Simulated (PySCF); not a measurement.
Field gradients at the hydrogen positions

Species: C₆H₈F₂.
Structure used (GFN2-xTB), in Å, numbered top down from 1:
```xyz
16
C6H8F2 angstrom
C     -2.0670    0.4747    0.3743
C     -1.4421   -0.6968   -0.3777
C      0.0191   -0.6089   -0.4019
C      1.1330   -0.0024   -0.1017
C      1.8811    1.1191    0.4783
F      2.3521    1.9600   -0.4875
F      1.0907    1.8822    1.2788
C      1.2806   -1.3190   -0.8151
H     -3.1508    0.3914    0.3701
H     -1.7863    1.4158   -0.0908
H     -1.7211    0.4911    1.4047
H     -1.8038   -0.7230   -1.4110
H     -1.7275   -1.6469    0.0858
H      2.7501    0.7919    1.0759
H      1.5735   -1.3293   -1.8585
H      1.6110   -2.1910   -0.2608
```

Level: PBE0/pcSseg-1 (PySCF, non-relativistic); Q(2H) = 0.00286 b; rigid geometry, the same for H and D, with no vibrational averaging.

Problem. Rank these positions by the coupling χzz of a deuteron there, largest first.
A. H16 (methylene hydrogen)
B. H10 (methyl hydrogen)
C. H14 (methine hydrogen)
D. H12 (methylene hydrogen)

Solution. A (216 kHz), B (211 kHz), D (200 kHz), C (176 kHz).

Problem. Tabulate Vzz, the asymmetry η and χzz = 234.96 MHz × Q × Vzz for every hydrogen position.

Solution. 
```
atom  bonded to  bond length (Å)  Vzz (au)     η  χzz (kHz)
  H9         C1            1.087    0.3162  0.02        212
 H10         C1            1.087    0.3138  0.03        211
 H11         C1            1.087    0.3137  0.03        211
 H12         C2            1.095    0.2977  0.03        200
 H13         C2            1.095    0.2978  0.03        200
 H14         C5            1.104    0.2619  0.02        176
 H15         C8            1.084    0.3222  0.08        217
 H16         C8            1.085    0.3212  0.08        216
```

Problem. How does χzz go with the bond length over the 8 C–H bonds?

Solution. A straight-line fit has a slope of -18.8 kHz for each 0.01 Å, with a correlation coefficient of -0.98, over lengths from 1.084 to 1.104 Å. The longer bonds have the smaller couplings here.

Problem. A static deuteron (I = 1) shows a doublet split by (3/2)χ, (3/4)χ(1 + η) and (3/4)χ(1 − η) with the field along z, y and x of the gradient. What are these for H12?

Solution. With |χ| = 200.0 kHz and η = 0.027: 300, 154 and 146 kHz, to first order and without motion.

The structure is a single GFN2-xTB conformer in the gas phase; no vibrational or solvent corrections. GFN2-xTB bond lengths can be off by several hundredths of an ångström, more for odd bonds, and the gradients follow them. The basis is small and wasn't made for field gradients, so the couplings can be 20 % off.

The run behind these numbers computed NMR shieldings as well. Time: 19 s. Hardware: one thread of an Arm Neoverse V2, no GPU, shared host.
